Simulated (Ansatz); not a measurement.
C2H4FNOSi can be A, `FC1([SiH3])N=CO1`, or B, `OC1(F)C=N[SiH2]1`.

Computed with Ansatz on PBE0-D4/def2-TZVP structures; ΔE is electronic, products minus reactants. CCSD(T)/CBS is the MP2 limit (def2-TZVPP, def2-QZVPP) plus CCSD(T) − MP2 in def2-TZVPP, frozen cores. Functionals use def2-TZVPP. B3LYP here is the variant with VWN-RPA as its local correlation; programs differ in this. One conformer a species, not always the lowest.

Task: Which is lower in electronic energy at CCSD(T)/CBS, and by how much? (Best estimate.)

Result: The calculation gave: B, by 17.7 kcal/mol.

Task: Give E(B) − E(A) in kcal/mol with ωB97M-V, B3LYP, r2SCAN-D4, B2PLYP, PBE-D4, CCSD/def2-TZVPP, B3LYP-D4. (Best estimate.)

Result: Computed: ωB97M-V -17.3, B3LYP -17.0, r2SCAN-D4 -15.5, B2PLYP -16.8, PBE-D4 -15.0, CCSD/def2-TZVPP -17.2, B3LYP-D4 -17.1. None reverses the order clearly.

Largest T1 diagnostic: 0.015.

In def2-TZVPP, CCSD(T) changes the Hartree–Fock value by +2.0 kcal/mol (the triples alone add +0.9 kcal/mol) and MP2 by +1.9 kcal/mol. From PBE to PBE0 (25 % exact exchange), in def2-TZVPP and without D4, E(B) − E(A) moves by −1.6 kcal/mol.
